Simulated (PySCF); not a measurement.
# Molybdenum: a sound run and one with changed settings

Sound run: Mo [Kr] 4d5 5s1, Mo⁺ [Kr] 4d5. Computed with PySCF 2.14 in def2-SVP with the def2 core potential (28 electrons) (5s3p2d1f, 31 functions), with a scalar-relativistic core potential. In the sound run the correlated levels freeze 4s2 4p6 outside the core potential. The sound run starts from symmetry-adapted Hartree-Fock orbitals and uses a fine grid where one is needed.

Changed run: all electrons correlated in a basis built for the valence shell.

| species | method | sound run (hartree) | changed run (hartree) | converged |
| --- | --- | --- | --- | --- |
| Mo | MP2 | -67.59813 | -67.74557 | yes |
| Mo⁺ | MP2 | -67.35196 | -67.48831 | yes |

Ionisation energy of Mo:

```csv
method,sound run (eV),changed run (eV)
UHF,6.301,6.301
MP2,6.699,7.000
SCS-MP2,6.434,6.715
```

A valence basis has no tight correlating functions, so it recovers only part of the core correlation, and not evenly between atom and ion.

For comparison, NIST gives 7.092 eV between the lowest levels.
